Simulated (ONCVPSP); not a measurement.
# Transferability test, ONCV potential for Rh

| Quantity | Value |
| --- | --- |
| Element | rhodium (Rh) |
| Generator | ONCVPSP 4.0.1 |
| Type | optimised norm-conserving Vanderbilt (ONCV) |
| Functional | PBE |
| Relativity | scalar-relativistic |
| Frozen core | [Ar] 3d10 |
| Valence charge | 17 |
| Reference configuration | 4s2 4p6 4d8 5s0.5 (charge +0.5) |
| Partial waves | 4s+5s: rc 1.55 bohr, ncon 3, nbas 8, qcut 8.6 1/bohr, 2 projectors; 4p: rc 1.20 bohr, ncon 4, nbas 8, qcut 6.8 1/bohr, 2 projectors, debl 3.6 Ha; 4d: rc 1.90 bohr, ncon 4, nbas 8, qcut 9.9 1/bohr, 2 projectors, debl 1.9 Ha |
| Local potential | polynomial inside 1.10 bohr (lpopt 5, dvloc0 1 Ha) |
| Core correction | Teter function, fcfact 2, rcfact 1.7 |

Energies are relative to the spin-unpolarised reference configuration 4s2 4p6 4d8 5s0.5; without spin polarisation the order of configurations can differ from experiment.

| valence configuration | charge | ΔE all-electron (eV) | error AE − PS (meV) |
| --- | --- | --- | --- |
| 4s2 4p6 4d7 5s0 | +2 | 24.052 | -1.6 |
| 4s2 4p6 4d7 5s1 5p1 | 0 | 3.700 | +0.8 |

(1) What are ΔE and the potential's error for 4s2 4p6 4d8 5s0?

(2) What are ΔE and the potential's error for 4s2 4p6 4d8 5s1?

Levels in the configuration 4s2 4p6 4d8 5s1:

| level | all-electron (eV) | pseudo (eV) |
| --- | --- | --- |
| 4s | -82.495 | -82.489 |
| 4p | -50.421 | -50.419 |
| 4d | -5.940 | -5.941 |
| 5s | -4.300 | -4.300 |

Answers

(1) ΔE = 4.542 eV all-electron; the error (AE − PS) is -1.0 meV.

(2) ΔE = -2.919 eV all-electron; the error (AE − PS) is +0.5 meV.
